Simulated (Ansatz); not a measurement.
## Which is lower?

The two ends of one reaction step of GeNH$_{5}$O, singlet (PBE0-D4/def2-TZVP).

A:

```json
{"atom": "Ge1", "x (Å)": "-0.1847", "y (Å)": "0.4277", "z (Å)": "0.7931"}
{"atom": "O2", "x (Å)": "0.1663", "y (Å)": "0.1928", "z (Å)": "-1.4764"}
{"atom": "N3", "x (Å)": "0.1520", "y (Å)": "-1.2388", "z (Å)": "1.0499"}
{"atom": "H4", "x (Å)": "0.2806", "y (Å)": "-0.7465", "z (Å)": "-1.2402"}
{"atom": "H5", "x (Å)": "0.7250", "y (Å)": "1.6577", "z (Å)": "0.9962"}
{"atom": "H6", "x (Å)": "-1.6483", "y (Å)": "0.8335", "z (Å)": "0.5692"}
{"atom": "H7", "x (Å)": "-0.6039", "y (Å)": "0.2433", "z (Å)": "-2.0539"}
{"atom": "H8", "x (Å)": "1.1130", "y (Å)": "-1.3696", "z (Å)": "1.3621"}
```

B:

Ge1  (-0.223, 0.556, 0.258)
O2  (0.092, 1.013, -1.442)
N3  (0.428, -1.083, 0.736)
H4  (-0.088, -1.882, 0.396)
H5  (0.524, 1.633, 1.045)
H6  (-1.742, 0.505, 0.502)
H7  (-0.406, 0.485, -2.070)
H8  (1.415, -1.227, 0.577)
(Å)

Program: Ansatz 0.2.0. Basis: def2-TZVPP. Cores are frozen in the correlated methods. Filled d shells of the heavier atoms are correlated. The def2 sets are not built for correlating such inner shells, so the correlated values are less sure here. B3LYP uses VWN-RPA correlation.

Q: Which structure is lower at CCSD(T), and by how much? (An estimate is asked for; the value comes from the calculation.)

A: By the calculation: B, by 227.7 kJ/mol (electronic energy, against the other). By their contacts, A is a complex of GeNH₃ ([NH][GeH2]) + H₂O and B is GeNH₅O ([NH2][GeH2][OH]).

All methods give the same order:

| method | E(B) − E(A) (kJ/mol) |
| --- | --- |
| SPW92 | -208.3 |
| PBE-D4 | -201.0 |
| BLYP-D4 | -197.4 |
| r2SCAN-D4 | -221.1 |
| B97M-V | -221.4 |
| PBE0-D4 | -225.4 |
| B3LYP-D4 | -218.7 |
| r2SCAN0-D4 | -236.8 |
| BHLYP-D4 | -245.2 |
| CAM-B3LYP-D4 | -233.9 |
| wB97X-V | -238.2 |
| wB97M-V | -228.2 |
| B2PLYP | -222.4 |
| PBE-QIDH | -237.8 |
| RPA on PBE | -220.1 |
| HF | -273.0 |
| MP2 | -226.9 |
| CCSD | -238.2 |
| CCSD(T) | -227.7 |

T1 diagnostic: at most 0.017.

Labels in which every atom is bracketed show which atoms are joined, not bond orders.

For scale, one of the runs: CCSD(T)/def2-TZVPP, 180 basis functions, launched by `ansatz run in.yaml --threads 4 --pin off --events-out ev --progress --plain --max-ram 9574MiB`. The run took 84 s on 4 CPU threads of an Intel Xeon (shared host), with 1.8 GiB of host memory at its peak.
